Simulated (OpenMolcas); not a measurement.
## Os VI: effect of the active space

```yaml
Program: OpenMolcas
Method: MS-CASPT2 or its RAS form, IPEA 0.25 Eh, imaginary shift 0.1 Eh
Basis: ANO-RCC-VQZP
Scalar_Hamiltonian: DKH2, point nucleus
Spin-orbit_coupling: state interaction with AMFI integrals over the reference wave functions, term energies averaged over their components
```

A. 3 electrons in 5 orbitals (5d); 2S+1 = 4 even, 10 roots; 2S+1 = 2 even, 40 roots; closed shells correlated: 5s 5p; CASPT2 step roughly 50 core-seconds
B. 9 electrons in 8 orbitals (RAS1 5p, at most 2 holes; RAS2 5d); 2S+1 = 4 even, 10 roots; 2S+1 = 2 even, 40 roots; closed shells correlated: 5s; CASPT2 step roughly 70 core-seconds
C. 3 electrons in 10 orbitals (5d 6d); 2S+1 = 4 even, 10 roots; 2S+1 = 2 even, 40 roots; closed shells correlated: 5s 5p; CASPT2 step roughly 5 core-minutes

Energies in cm⁻¹ above 5d³ ⁴F_3/2, the measured ground level; measured values from the list in Brasseur, Palmeri and Quinet, Atoms 13, 11 (2025).

| Level | A | B | C | Measured |
| --- | --- | --- | --- | --- |
| 5d³ ⁴F_3/2 | 0.0 | 0.0 | 0.0 | 0.0 |
| 5d³ ⁴F_5/2 | 6310 | 6530 | 6340 | 6397 |
| 5d³ ⁴F_7/2 | 11330 | 11660 | 11350 | 11444 |
| 5d³ ⁴F_9/2 [56 %] | 14610 | 14940 | 14640 | 14678 |
| 5d³ ⁴P_1/2 [66 %] | 17140 | 17250 | 16890 | 16772 |
| 5d³ ²G_7/2 | 22960 | 23450 | 22870 | 22920 |
| 5d³ ²H_9/2 [56 %] | 24170 | 24560 | 24100 | 24028 |
| 5d³ ⁴P_5/2 | 25140 | 25580 | 25180 | 24828 |
| 5d³ ²P_1/2 [66 %] | 29100 | 29480 | 28760 | 28860 |
| 5d³ ²H_11/2 | 32450 | 32860 | 32510 | 32156 |
| 5d³ ²D_5/2(1) | 34900 | 35620 | 34900 | 34418 |
| 5d³ ²G_9/2 [57 %] | 36990 | 37810 | 37050 | 37019 |
| 5d³ ²P_3/2 [55 %] | 40280 | 40960 | 40030 |  |
| 5d³ ²F_5/2 | 40510 | 40920 | 40540 | 39601 |
| 5d³ ²F_7/2 | 41190 | 41650 | 41180 | 40447 |
| 5d³ ²D_3/2(2) | 61640 | 61860 | 61580 |  |
| 5d³ ²D_5/2(2) | 62200 | 62610 | 62270 | 61005 |

Deviations, from unrounded energies. A percentage is the sum of absolute deviations over the sum of measured energies, with the sign that they share, or ± where signs differ.

| Against measurement | Levels | A | B | C |
| --- | --- | --- | --- | --- |
| mean absolute deviation (cm-1) | 14 | 360 | 740 | 330 |
| fine structure of the ground term (%) | 3 | -0.8 | +1.9 | -0.6 |
| other terms of the ground configuration (%) | 11 | ±1.3 | +2.7 | ±1.2 |

C lies closest to measurement on these levels and B furthest from it. The largest miss of C in the table is 5d³ ²D_5/2(2), by +1300 cm-1. The ranking rests on the paired levels alone, and a cruder setting can come out closer through cancelling errors.

The two smallest mean deviations differ by little beside CASPT2's spread within terms, so their order carries little weight.

Among A to C the level of the table that moves most is 5d³ ²P_3/2 [55 %], by 930 cm-1 (lowest in C, highest in B). Moves below CASPT2's spread within the term are not significant.

Term energies are means over components that CASPT2 splits; among the terms shown or strongly mixed into the levels shown the widest spread is 1100 cm-1 (5d³ ⁴F, B). Active for correlation alone: 5p; no level in the range computed is led by a configuration that opens it, so any true level of that kind is missing (holds for B). Active for correlation alone: 6d; no level in the range computed is led by a configuration that fills it, so any true level of that kind is missing (holds for C). Computed and measured levels are paired by configuration, term and J; levels that our copy of the source lacks, or whose pairing is in doubt (as where it misses far off the trend of its configuration), stay unpaired and out of the deviations. Levels of configurations outside the active space are missing. The table leaves out levels that lie high or whose names do not pair safely across all columns.

A share in square brackets marks a mixed level and gives the weight of the term that names it, the lowest over the columns. A number in round brackets counts repeated terms of one configuration in the order of the reference energies.
